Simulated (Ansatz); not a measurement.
The same molecule with X = F, Cl, Br. Ansatz, PBE0-D4/def2-TZVP geometries, multiplicity 1. Each molecule was computed in one conformer, which needn't be the lowest.

Scalar relativity is left out up to krypton.

```csv
X,molecule,mean X–C bond length / Å,HOMO–LUMO gap (PBE0/def2-TZVPP) / eV,size of the dipole moment (PBE/def2-TZVPP) / D,HOMO–LUMO gap (PBE/def2-TZVPP) / eV
F,`CCCCF`,1.387,10.35,1.64,7.98
Br,`CCCCBr`,1.953,7.97,2.04,5.63
```

Give the row for X = Cl, `CCCCCl`. (Best estimate.)

Ansatz gave: 
```tsv
X	molecule	mean X–C bond length / Å	HOMO–LUMO gap (PBE0/def2-TZVPP) / eV	size of the dipole moment (PBE/def2-TZVPP) / D	HOMO–LUMO gap (PBE/def2-TZVPP) / eV
Cl	`CCCCCl`	1.790	9.19	1.91	6.70
```

From F to Br the mean X–C bond length rises at each step, by 0.566 Å in all; the HOMO–LUMO gap (PBE0/def2-TZVPP) falls at each step, by 2.38 eV in all; the HOMO–LUMO gap (PBE/def2-TZVPP) falls at each step, by 2.35 eV in all. Bonds lengthen as the atom grows down the group. Dipoles are sizes alone, and their direction can turn along the series.

Spin–orbit coupling is left out; it splits and shifts lone-pair levels of the heavy atoms by tenths of an eV.
